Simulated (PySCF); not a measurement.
Consider `C=Cc1coc(C=C)c1` (C8H8O). Coordinates in Å; atoms count from 1 in this order:
```
C    -3.2660    0.6223   -0.7184
C    -2.5616    0.1648    0.3411
C    -1.1137   -0.0156    0.3932
C    -0.3899   -0.4826    1.4821
O     0.9408   -0.5325    1.2039
C     1.1091   -0.0913   -0.0935
C     2.4472   -0.0455   -0.6432
C     3.5832   -0.3961    0.0047
C    -0.1251    0.2363   -0.6286
H    -2.7770    0.9055   -1.6647
H    -4.3605    0.7283   -0.6716
H    -3.1053   -0.1038    1.2646
H    -0.6862   -0.8057    2.4863
H     2.4937    0.3145   -1.6851
H     3.5588   -0.7574    1.0447
H     4.5619   -0.3291   -0.4932
H    -0.3002    0.6151   -1.6419
```

Computed at M06-2X/ma-def2-SVP // BP86-D3(BJ)/def2-SVP with PySCF (density fitting, grid level 3). The prefix ma- adds one diffuse s and one diffuse p function on all atoms but H. Thermal corrections: GFN2-xTB frequencies, unscaled, ideal gas at 298.15 K and 1 bar, quasi-RRHO entropy. These were taken at the GFN2-xTB minima.

Question: Rank these of its positions by gas-phase deprotonation enthalpy, most acidic first.
A. C7 (alkene carbon)
B. C4 (aromatic carbon)
C. C8 (alkene carbon)
D. C9 (aromatic carbon)

Answer: B (1576 kJ/mol), D (1601 kJ/mol), A (1623 kJ/mol), C (1648 kJ/mol).

Not ranked, since the method can't order them against a listed neighbour: C2 (1639 kJ/mol).

Question: For C8 (alkene carbon), what are ΔE (electronic) and ΔG(298 K) of the loss of the proton?

Answer: ΔE = 1686 and ΔG = 1616 kJ/mol, beside ΔH = 1648 kJ/mol. The product is `[CH-]=Cc1cc(C=C)co1`.

Known limits: structures of the anions come from def2-SVP, which lacks diffuse functions; ma-def2-SVP is a small basis, whose errors can reach tens of kJ/mol; the order of C7 and C2, of C2 and C8 is undecided: the gaps lie inside the method's error (some 20 kJ/mol, one structure a species); one E/Z form of each vinyl-type anion was tried, and another may lie lower; C1 is not listed: the run failed or kept an imaginary mode, or the ion rearranged or equalled another.
